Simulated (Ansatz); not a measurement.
The cluster Re3⁺. The state is a singlet with charge 1. Geometry PBE0-D4/def2-TZVP; atoms count from 1.

```xyz
3

Re    0.643   -0.084   -1.119
Re    0.480    0.709    0.970
Re   -1.123   -0.625    0.150
```

In the def2 sets Re takes a core potential; there is no spin–orbit coupling. The restricted singlet is unstable: a solution with broken spin symmetry lies lower. At PBE0-D4/def2-TZVP a triplet of charge 1 lies 1.10 eV below the restricted singlet, each at its own geometry. The structure comes from a short search, and lower isomers may exist.

(1) Estimate the Mulliken populations from the PBE0/def2-TZVP orbitals of Ansatz.

(2) And the Mayer bond orders between heavy atoms (over 0.3)?

## Answers

(1) 
| atom | charge (e) | d electrons |
| --- | --- | --- |
| Re1 | 0.33 | 5.31 |
| Re2 | 0.33 | 5.31 |
| Re3 | 0.33 | 5.31 |
Mulliken values depend strongly on the basis.

(2) Re1–Re2 2.80 (2.24 Å); Re1–Re3 2.80 (2.24 Å); Re2–Re3 2.80 (2.24 Å).
